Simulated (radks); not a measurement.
Species: C+. Configuration: [He] 2s2 2p1. Calculated with a radial shooting solver on a logarithmic mesh with Libxc functionals: non-relativistic Kohn-Sham, r2SCAN, spin-unpolarised, spherical densities, point nucleus; meta-GGA in the generalised Kohn-Sham scheme.

Normalised radial functions P(r) = r R(r), r in bohr:

```
   r/bohr * 1s, o 2s, + 2p (the largest magnitude, 1.73, reaches the edge; | marks zero, & curves that meet)
  0.01143                             +o   *
  0.01397                             +o    *
   0.0172                             + o    *
  0.02117                             + o     *
  0.02607                             + o       *
  0.03209                             +  o       *
   0.0392                             +  o         *
  0.04826                             +   o           *
  0.05942                             +   o             *
  0.07316                             +    o              *
  0.08936                             |+   o                 *
     0.11                             |+    o                  *
   0.1355                             |+    o                   *
   0.1668                             | +   o                    *
   0.2053                             |  + o                     *
   0.2508                             |   &                    *
   0.3088                             | o  +                *
   0.3802                             o     +            *
   0.4681                          o  |      +      *
   0.5717                       o     |        +*
   0.7039                    o        |     *   +
   0.8667                 o           |  *        +
    1.067                o            |*          +
    1.314                o            |*          +
    1.605                 o           *          +
    1.976                    o        *        +
    2.432                       o     *      +
    2.995                         o   *   +
    3.658                           o * +
    4.504                            o*+
    5.545                             &
```

1s: eigenvalue -292.37 eV, 0 radial nodes, <r> = 0.270 bohr, 90 % of the charge inside 0.483 bohr. 2s: eigenvalue -26.373 eV, 1 radial node at r = 0.376 bohr, <r> = 1.47 bohr, 90 % of the charge inside 2.30 bohr. 2p: eigenvalue -16.758 eV, 0 radial nodes, <r> = 1.51 bohr, 90 % of the charge inside 2.51 bohr.
